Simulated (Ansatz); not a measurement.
Consider the ligand exchange at the Si–C bond: `C=C(F)[SiH2]Cl` + `B[SeH]` → `B[Se][SiH2]Cl` + `C=CF`.

Program: Ansatz. Geometries: PBE0-D4/def2-TZVP. ΔE: electronic, gas phase. CCSD(T)/CBS adds triple-zeta CCSD(T) − MP2 to the extrapolated MP2 energy (def2 sets, frozen cores). DFT in def2-TZVPP. For Se outer-core shells are correlated without core-valence functions, which leaves a few kJ/mol of doubt a bond. Scalar relativity is left out up to krypton. Each species was taken in one conformer, which may not be the lowest.

| level | ΔE (kJ/mol) |
| --- | --- |
| PBE0-D4 | -63.5 |
| PBE | -58.9 |
| PBE0 | -62.1 |
| HF/def2-TZVPP | -60.4 |
| MP2/def2-TZVPP | -65.1 |
| CCSD/def2-TZVPP | -58.5 |
| HF/def2-QZVPP | -60.1 |
| MP2/CBS(def2) | -69.1 |

Q: What does CCSD(T)/CBS give? (Best estimate.)

A: Ansatz gave: -62.7 kJ/mol. The listed levels differ from it by -0.8, 3.8, 0.6, 2.3, -2.4, 4.2, 2.6, -6.4 kJ/mol.

Largest T1 diagnostic among the species: 0.013.

From PBE to PBE0 (25 % exact exchange), in def2-TZVPP and without D4, ΔE moves by −3.2 kJ/mol.
